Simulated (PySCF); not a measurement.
InO, multiplicity 2. Atoms are numbered in the order given.

```xyz
2

In     0.0000     0.0000    -0.2700
O      0.0000     0.0000     1.6537
```
Charge 0, spin multiplicity 2.

Coordinates come from a PBE0-D3(BJ)/def2-TZVP optimisation. The def2 effective core potentials stand for the cores of In; spin–orbit coupling is left out.

The numbers are results of r2SCAN/def2-TZVPD in PySCF, not measurements.

Mulliken values depend strongly on the basis, most of all with diffuse functions as here. ESP charges are fitted to the potential on shells at 1.4 to 2.0 van der Waals radii. Atomic charges (e):

| atom | Mulliken | ESP fit | Mulliken spin |
|---|---|---|---|
| In1 | 0.55 | ___ | 0.32 |
| O2 | -0.55 | ___ | 0.68 |

Question: Some entries are withheld; supply them. (The exact figures need the calculation; the answer reports its results.)

Answer: 
- In1, ESP fit: 0.47
- O2, ESP fit: -0.47
